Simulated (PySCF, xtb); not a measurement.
C3H12OSi2, SMILES [C@@H]([SiH2]C)([SiH3])CO.

GFN2-xTB (xtb) at its own geometry gives an orbital gap of 5.42 eV and a dipole moment of 1.98 D.

Geometry: ωB97X-D3(BJ)/def2-SVP. The structure was generated by enumeration; whether it is a known compound was not checked. One conformer was computed; it need not be the lowest.

What does ωB97X/def2-TZVP in PySCF give? (The exact figures need the calculation; the answer reports its results.)

gap 12.88 eV (levels -10.46 and 2.42 eV), dipole 1.16 D.
